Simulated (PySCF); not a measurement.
# Rb: interval between two levels

Rb [Kr] 5s1 [2S1/2, M_J = 1/2] → Rb [Kr] 5p1 [2P3/2, M_J = 3/2], as a difference of total energies. Computed with PySCF 2.14 in x2c-TZVPall-2c with one added diffuse shell each of s, p, d type (9s10p8d1f, 86 functions), with the two-component X2C-1e Hamiltonian. Correlated levels: [Ar] 3d10 frozen; the 6 highest virtual spinors dropped. "Screened" scales the spin-orbit matrix elements by Boettger's factors to mimic the two-electron term; Breit and QED terms are absent.

| method | interval between two levels (cm⁻¹) |
| --- | --- |
| GHF (spin-free) | 10835 |
| GMP2 (spin-free) | 12432 |
| GHF (screened spin-orbit) | 10896 |
| GMP2 (screened spin-orbit) | 12506 |

The spin-free rows lack the spin-orbit shift.

Errors of the correlated levels include the incompleteness of this basis and the frozen core.

For comparison: 12817 cm⁻¹ (measured; NIST Handbook of Basic Atomic Spectroscopic Data (Sansonetti and Martin, J. Phys. Chem. Ref. Data 34, 1559 (2005))).
